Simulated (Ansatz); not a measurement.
Kohn–Sham single points on CH8AlGaSi (`[SiH3][CH2][AlH][GaH2]`).

```yaml
crystal:
  periodic: [false, false, false]
  atoms:
    - {symbol: Si, position_ang: [-1.291676, 0.636816, 0.206809]}
    - {symbol: C, position_ang: [0.027193, 0.338730, 1.471892]}
    - {symbol: Al, position_ang: [1.645193, -0.118685, 0.428549]}
    - {symbol: Ga, position_ang: [0.740433, -0.998840, -1.738285]}
    - {symbol: H, position_ang: [-1.105970, 1.939949, -0.483532]}
    - {symbol: H, position_ang: [-2.704743, 0.518846, 0.658179]}
    - {symbol: H, position_ang: [-1.155618, -0.413739, -0.888527]}
    - {symbol: H, position_ang: [0.126893, 1.161731, 2.183823]}
    - {symbol: H, position_ang: [-0.231390, -0.563884, 2.044082]}
    - {symbol: H, position_ang: [3.100493, 0.116588, 1.031566]}
    - {symbol: H, position_ang: [0.256688, -2.497657, -1.873437]}
    - {symbol: H, position_ang: [0.592491, -0.119846, -3.041121]}
basis:
  gaussian: {orbitals: def2-TZVPP}
hamiltonian: {xc: pbe, dispersion: d4}
output: {forces: true, orbitals: {seedname: orbitals}}
```

```sh
$ ansatz run in.yaml --threads 4 --pin off --events-out ev --progress --plain --max-ram 10444MiB
```

It prints (some lines left out):

```
Functional definition: PBE
1577 factors; their error is unknown
mean field evaluation 1: about -67990.5973 eV, gradient 7.5e1 eV
mean field evaluation 2: about -67949.7995 eV, gradient 1.3e2 eV
mean field evaluation 4: about -68002.2918 eV, gradient 8.6e0 eV
mean field evaluation 8: about -68002.6129 eV, gradient 9.3e-2 eV
mean field evaluation 16: about -68002.5733 eV, gradient 3.3e-4 eV
mean field -68002.57327623 eV, -2499.0484741018 hartree, gradient 4.8e-5 eV, S^2 0.000000; 0 other end points of the search recorded, 0 dependent functions left out
reference -68002.57333244 eV, -2499.0484761674 hartree; 36, 36 occupied and 239, 239 virtual orbitals, 1577 factors
Total energy: -68002.87864126 eV, -2499.0596960595 hartree
Atom 0 at    -1.291676     0.636816     0.206809 Å, force    -0.006323     0.023314    -0.009310 eV/Å
Atom 1 at     0.027193     0.338730     1.471892 Å, force     0.047433     0.003470    -0.011761 eV/Å
Atom 2 at     1.645193    -0.118685     0.428549 Å, force     0.024527    -0.048058    -0.122560 eV/Å
Atom 3 at     0.740433    -0.998840    -1.738285 Å, force     0.018039     0.039810     0.089278 eV/Å
Atom 4 at    -1.105970     1.939949    -0.483532 Å, force     0.012295     0.128289    -0.073483 eV/Å
Atom 5 at    -2.704743     0.518846     0.658179 Å, force    -0.164327    -0.013687     0.038919 eV/Å
Atom 6 at    -1.155618    -0.413739    -0.888527 Å, force     0.028192    -0.106149    -0.119184 eV/Å
Atom 7 at     0.126893     1.161731     2.183823 Å, force     0.020868     0.151973     0.145624 eV/Å
Atom 8 at    -0.231390    -0.563884     2.044082 Å, force    -0.043459    -0.156000     0.114267 eV/Å
Atom 9 at     3.100493     0.116588     1.031566 Å, force     0.108589     0.020885     0.048411 eV/Å
Atom 10 at     0.256688    -2.497657    -1.873437 Å, force    -0.031474    -0.081679    -0.021500 eV/Å
Atom 11 at     0.592491    -0.119846    -3.041121 Å, force    -0.014360     0.037831    -0.078701 eV/Å
Dipole moment:    -0.023910     0.121487     0.400612 e Å
```

It took 2 s on 4 threads of an Intel Xeon 6975P-C on a shared host, with 0.44 GiB of host memory at the peak.

With the line `hamiltonian: {xc: r2scan, dispersion: d4}` (abridged; 3.2 s):

```
Functional definition: r2SCAN
mean field evaluation 16: about -68017.8117 eV, gradient 4.1e-4 eV
mean field -68017.81173404 eV, -2499.6084770974 hartree, gradient 2.5e-5 eV, S^2 0.000000
Total energy: -68017.88415413 eV, -2499.6111384865 hartree
Atom 0 force    -0.033396     0.008687    -0.018290 eV/Å
Atom 1 force     0.023751     0.000967    -0.026511 eV/Å
Atom 2 force     0.011248    -0.027380    -0.058287 eV/Å
Atom 3 force    -0.033657     0.008908     0.022693 eV/Å
Atom 4 force    -0.004316    -0.025404     0.012247 eV/Å
Atom 5 force     0.012624     0.006390    -0.010962 eV/Å
Atom 6 force     0.027300     0.007945    -0.000332 eV/Å
Atom 7 force    -0.007589    -0.017783     0.011342 eV/Å
Atom 8 force     0.000341     0.014150     0.011811 eV/Å
Atom 9 force    -0.024433    -0.001593    -0.005145 eV/Å
Atom 10 force     0.029873     0.109335    -0.018836 eV/Å
Atom 11 force    -0.001746    -0.084222     0.080271 eV/Å
Dipole moment:    -0.020586     0.126903     0.416620 e Å
```

Changing it to `hamiltonian: {xc: lda}` and no forces (abridged; 1.2 s):

```
Functional definition: SPW92
mean field evaluation 16: about -67865.9238 eV, gradient 4.4e-4 eV
mean field -67865.92377205 eV, -2494.0266974473 hartree, gradient 1.7e-5 eV, S^2 0.000000
Total energy: -67865.92382468 eV, -2494.0266993817 hartree
```

The same input with `hamiltonian: {xc: {name: wB97M-V}}` (abridged; 8.5 s):

```
Functional definition: wB97M-V
mean field evaluation 16: about -68015.2754 eV, gradient 1.0e-4 eV
mean field -68015.27535741 eV, -2499.5152669754 hartree, gradient 3.6e-5 eV, S^2 0.000000
Total energy: -68015.27542350 eV, -2499.5152694039 hartree
Atom 0 force    -0.173568     0.016488    -0.090991 eV/Å
Atom 1 force     0.000410    -0.002876     0.018890 eV/Å
Atom 2 force     0.094160    -0.004851    -0.019339 eV/Å
Atom 3 force     0.057101    -0.032756    -0.030061 eV/Å
Atom 4 force    -0.007422    -0.141533     0.072334 eV/Å
Atom 5 force     0.178200     0.021113    -0.047067 eV/Å
Atom 6 force    -0.048396     0.127040     0.135764 eV/Å
Atom 7 force    -0.009764    -0.062894    -0.053671 eV/Å
Atom 8 force     0.013700     0.057794    -0.033898 eV/Å
Atom 9 force    -0.154943    -0.030083    -0.067081 eV/Å
Atom 10 force     0.042946     0.123120     0.007769 eV/Å
Atom 11 force     0.007575    -0.070563     0.107351 eV/Å
Dipole moment:     0.001491     0.125201     0.412546 e Å
```

The same input with `hamiltonian: {xc: {name: B2PLYP}}` and no forces (abridged; 4.4 s):

```
Functional definition: B2PLYP
mean field evaluation 16: about -67996.9148 eV, gradient 2.4e-5 eV
mean field -67996.91484199 eV, -2498.8405304790 hartree, gradient 1.7e-6 eV, S^2 0.000000
20 core orbitals not correlated: weight in the atoms' cores, before any rotation towards them, 1.000 or more for the frozen orbitals, at most 0.000 for the correlated occupied ones
second order -20.96891780 eV of doubles, -0.00000000 eV of singles
Total energy: -68002.57666403 eV, -2499.0485986010 hartree
```

Changing it to `hamiltonian: {xc: {name: CAM-B3LYP}, dispersion: d4}` and no forces (abridged; 3.1 s):

```
Functional definition: CAM-B3LYP
mean field evaluation 16: about -68023.0196 eV, gradient 1.6e-5 eV
mean field -68023.01963700 eV, -2499.7998640012 hartree, gradient 1.6e-5 eV, S^2 0.000000
Total energy: -68023.29234826 eV, -2499.8098859550 hartree
```
